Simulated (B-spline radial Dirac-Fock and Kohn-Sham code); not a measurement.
**Total conversion coefficients at 50 keV, Ne to Fe**

Model: a Dirac-Hartree-Slater potential of the neutral atom with a Latter tail (no hole, which puts coefficients of high multipoles low close above an edge), finite nucleus with surface currents. Program: a radial B-spline solver. Subshells within 1 keV of threshold and pair formation are left out.

```tsv
Z	element	E1	E2	M1	M2	M5
10	Ne	0.0345	0.867	0.00716	0.143	1200
12	Mg	0.0557	1.36	0.0134	0.267	2170
13	Al	0.0685	1.65	0.0177	0.353	2830
14	Si	0.0826	1.96	0.0231	0.457	3610
15	P	0.0982	2.30	0.0295	0.584	4550
16	S	0.115	2.65	0.0372	0.736	5660
17	Cl	0.133	3.03	0.0464	0.918	6960
18	Ar	0.153	3.42	0.0573	1.13	8450
19	K	0.174	3.83	0.0701	1.38	10200
20	Ca	0.196	4.26	0.0851	1.68	12200
21	Sc	0.220	4.69	0.102	2.02	14500
22	Ti	0.245	5.14	0.122	2.42	17100
23	V	0.271	5.59	0.145	2.87	20000
24	Cr	0.297	6.04	0.172	3.39	23200
25	Mn	0.326	6.51	0.202	3.98	27000
26	Fe	0.355	6.98	0.236	4.66	31100
```

Values without a named source are computed, but for edge energies of neutral atoms, which are taken from tables.
